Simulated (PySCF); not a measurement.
Relaxation of quartet FeH₄⁻

These are results of UPBE0/[Fe def2-TZVPD, H def2-TZVPD], no relativity, density fitting, PySCF, not measurements. A (50,194) grid was used.

A hand-made see-saw start, of C2v symmetry, held to at least that symmetry:

```xyz
5
charge -1 multiplicity 4, angstrom
Fe    0.0000    0.0000   -0.0350
H     0.0000    1.4744    0.0940
H     0.0000   -1.4744    0.0940
H     1.1663    0.0000    0.8762
H    -1.1663    0.0000    0.8762
```

Question: What forces act on the atoms at the start (eV/Å)?

Answer: 
| atom | Fx | Fy | Fz |
| --- | --- | --- | --- |
| Fe1 | 0.00 | 0.00 | -0.89 |
| H2 | 0.00 | 2.18 | 0.18 |
| H3 | 0.00 | -2.18 | 0.18 |
| H4 | 1.83 | 0.00 | 0.27 |
| H5 | -1.83 | 0.00 | 0.27 |

Question: What does it relax to?

Answer: It ends at D4h with Fe–H 1.633 Å (×4); H–Fe–H 90.0° (×4), H–Fe–H 180.0° (×2). A frequency run shows a minimum. Other isomers or separated fragments may lie lower.

Question: How much energy is released, and in how many steps?

Answer: 140.4 kJ/mol in 15 steps.

With open d or f shells other occupations or spin states may lie lower.
